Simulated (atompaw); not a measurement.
# What one change does to a pseudopotential (Zn, PAW (atompaw))

Zn, PAW, made with atompaw 4.2.0.5 (PBEsol, scalar-relativistic). Core [Ne] 3s2, reference 3p6 3d10 4s1 4p0 (charge +1). Waves: 4s (bound): rc 1.85 bohr; 4s channel at -0.35 Ry: rc 1.85 bohr; 3p (bound): rc 1.05 bohr; 4p (bound, empty): rc 1.85 bohr; 3d (bound): rc 1.45 bohr; 3d channel at -1.05 Ry: rc 1.45 bohr. Local part: bessel scheme, radius 1.35 bohr. Core correction: smooth core density matched at 1.40 bohr. Augmentation charge: besselshape compensation charge, radius 1.55 bohr; PAW radius 1.85 bohr; waves and projectors: custom rrkj gramschmidtortho.

Change: augmentation besselshape compensation charge, radius 1.55 bohr; PAW radius 1.85 bohr; waves and projectors: custom polynom vanderbiltortho.

Cutoffs: the cutoffs (Ry, on a coarse ladder) from which the occupation-weighted sum of valence levels, in a spherical-Bessel basis at the reference potential, stays within 10 and 1 mRy of its value at 400 Ry; they do not see the model core or the augmentation charge, which bear on the density cutoff.

Q: What does the change do?

A: The potential gets harder (90 Ry and 140 Ry → 110 Ry and 180 Ry); a bound ghost appears in s, which as a rule spoils a file.

| quantity | base | changed |
| --- | --- | --- |
| cutoff, loose | 90 Ry | 110 Ry |
| cutoff, tight | 140 Ry | 180 Ry |
| loose cutoff by channel (10 mRy a level) | s 8 Ry, p 70 Ry, d 45 Ry | s 18 Ry, p 60 Ry, d 40 Ry |
| bound ghosts | none | s |
| s: phases at 1.86 bohr within 0.05 rad from the reference energy up to (Ry; the scan ends near 5) | 4.6 | n/a |
| p: phases at 1.86 bohr within 0.05 rad from the reference energy up to (Ry; the scan ends near 5) | to the end of the scan | to the end of the scan |
| d: phases at 1.86 bohr within 0.05 rad from the reference energy up to (Ry; the scan ends near 5) | to the end of the scan | to the end of the scan |
| lowest overlap eigenvalue by channel | s 0.45, p 0.56, d 1.00 | s 0.24, p 0.57, d 0.97 |

 A true bound ghost makes a file unfit for plane-wave use even where its test errors are small: the radial tests pick states by their node count and pass the ghost by. The cutoffs see the waves, projectors and local potential, not the compensation charge or the core.
